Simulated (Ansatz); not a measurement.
Two isomers of C2H7GeN: A = `[CH3][GeH]1[CH2][NH]1`, B = `N=C[CH2][GeH3]`.

Isolated molecules relaxed with PBE0-D4/def2-TZVP in Ansatz; ΔE leaves out vibrations. CCSD(T)/CBS is the MP2 limit (def2-TZVPP, def2-QZVPP) plus CCSD(T) − MP2 in def2-TZVPP, frozen cores. DFT in def2-TZVPP. For Ge outer-core shells are correlated without core-valence functions, which leaves a few kJ/mol of doubt a bond. Scalar relativity is left out up to krypton. One conformer a species, not always the lowest.

**Question.** Which isomer does CCSD(T)/CBS put lower? Give the gap. (Best estimate.)

**Answer.** Ansatz gave: B, by 7.8 kcal/mol.

**Question.** Give E(B) − E(A) in kcal/mol with MP2/def2-TZVPP, ωB97M-V, CCSD/def2-TZVPP, r2SCAN-D4, CCSD(T)/def2-SVP, LDA (SPW92), BLYP-D4. (An estimate is asked.)

**Answer.** The calculation gave: MP2/def2-TZVPP -6.3, ωB97M-V -9.5, CCSD/def2-TZVPP -10.4, r2SCAN-D4 -8.2, CCSD(T)/def2-SVP -16.3, LDA (SPW92) -5.3, BLYP-D4 -12.2. None reverses the order clearly.

**Question.** Does the order hold for the free energy at 298.15 K (harmonic terms from PBE0-D4)? (Best estimate.)

**Answer.** Ansatz gave: Yes: G(B) − G(A) = -10.6 kcal/mol, for one conformer each.

Largest T1 diagnostic: 0.012.

From BLYP to BHLYP (50 % exact exchange), in def2-TZVPP and without D4, E(B) − E(A) moves by −0.8 kcal/mol. At CCSD(T), def2-SVP lies −8.6 kcal/mol from the extrapolated value and def2-TZVPP −1.8 kcal/mol.
